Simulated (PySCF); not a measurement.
These are B3LYP-D3(BJ)/def2-TZVP // PBE0-D3(BJ)/def2-SVP (PySCF) values and carry that method's errors. All species are isolated molecules in the gas phase. One relaxed conformer stands for a flexible species; it need not be the lowest. B3LYP has the VWN-RPA correlation part, as in Gaussian. 

Reference species (SMILES): `[SiH3][C@]12CC[C@H](CC1)C2` (neutral, multiplicity 1).

```
Quantity                 Result
----------------------  -------
HOMO–LUMO gap           8.27 eV
S1 oscillator strength    0.045
```

Changed species: `C1[C@@H]2CC[C@@H](C2)[C@@H]1[SiH3]`.

Question: Predict the effect on the HOMO–LUMO gap and S1 oscillator strength.

Answer: the HOMO–LUMO gap decreases by 0.09 eV, to 8.18 eV; the S1 oscillator strength falls by 0.021, to 0.024.
